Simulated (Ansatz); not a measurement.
Species: LaBr$_{2}$ (charge 0, doublet). The spin state was set by rule; other spins were not relaxed. 
Coordinates optimised at B3LYP-D3(BJ)/def2-TZVP (Ansatz, a quantum-chemistry and plane-wave program):
```xyz
3

La     0.0931    -0.4957    -0.6189
Br    -0.2594     2.2178    -0.9768
Br     0.1078    -1.4104     1.9847
```
Charge 0, spin multiplicity 2.

Basis-set convergence of Hartree-Fock and CCSD correlation energies (hartree) with Ansatz. Correlated levels leave the core frozen unless marked. Open shells are spin-unrestricted. No spin-orbit coupling. Frozen are the shells of the preceding noble gas and the d and f shells that filled before the atom's block. In def2 rows, elements after Kr have scalar-relativistic effective core potentials.

```
basis       functions        E(HF)  E(corr, CCSD)
----------  ---------  -----------  -------------
def2-SVP           96  -5175.52558       -0.28972
def2-TZVPP        152          [?]            [?]
```

Q: What belongs in the gaps?

A: 
- def2-TZVPP, E(HF): -5176.15920
- def2-TZVPP, E(corr, CCSD): -0.38689
